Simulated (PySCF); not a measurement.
SMILES c1c(ccc[c]1[GeH3])C (C7H10Ge), singlet at its GFN2-xTB optimised geometry (Å):

```
18

C     -2.2152    -1.8934    -0.0152
C     -1.4402    -0.6103     0.0000
C     -2.1042     0.6107    -0.0001
C     -1.3956     1.7989    -0.0004
C     -0.0132     1.7806    -0.0005
C      0.6735     0.5729     0.0000
Ge     2.6245     0.5538     0.0072
C     -0.0529    -0.6103     0.0000
H     -2.6664    -2.0464    -0.9959
H     -1.5698    -2.7413     0.2006
H     -3.0178    -1.8658     0.7196
H     -3.1851     0.6281     0.0002
H     -1.9248     2.7413    -0.0001
H      0.5434     2.7090    -0.0007
H      3.1793     1.1591     1.2582
H      3.1388    -0.8461    -0.0941
H      3.1851     1.3469    -1.1307
H      0.4804    -1.5534     0.0000
```

Method: B3LYP/def2-SVP (PySCF 2.14.0). Cells within 0.4 Å of a nucleus heavier than hydrogen are left out (blank, or x).

Map of the electrostatic potential (hartree/e), clipped to [-0.08, 0.12] on the plane z = 0.0 Å:

```
|0000000000000000000000000|
|0000000000000000000000000|
|0000000110000000000000000|
|0000011111111111000000000|
|0000012442112432100000000|
|0000114998337994110000000|
|0000115999999996221000000|
|0001114999999995443200000|
|001112499x99x996999831000|
|0112479999999999999993100|
|0114999x9999999999x996200|
|0114999xx9999xx99xx998200|
|0112799999999999999995100|
|011123799x99x998999992000|
|001123999x99x994479991000|
|0011279999999994229960000|
|0001399xx9659994101110000|
|0001289999635852100000000|
|0000139999922221000000000|
|0000012499621110000000000|
|0000000133211000000000000|
|0000000011110000000000000|
|0000000000000000000000000|
|0000000000000000000000000|
|0000000000000000000000000|
```
Scale: ten equal steps from -0.004 (start of '0') to 0.120 (end of '9'), in the order '0123456789'; x runs from -5.50 to 5.50, y from -5.50 (bottom) to 5.50 (top).
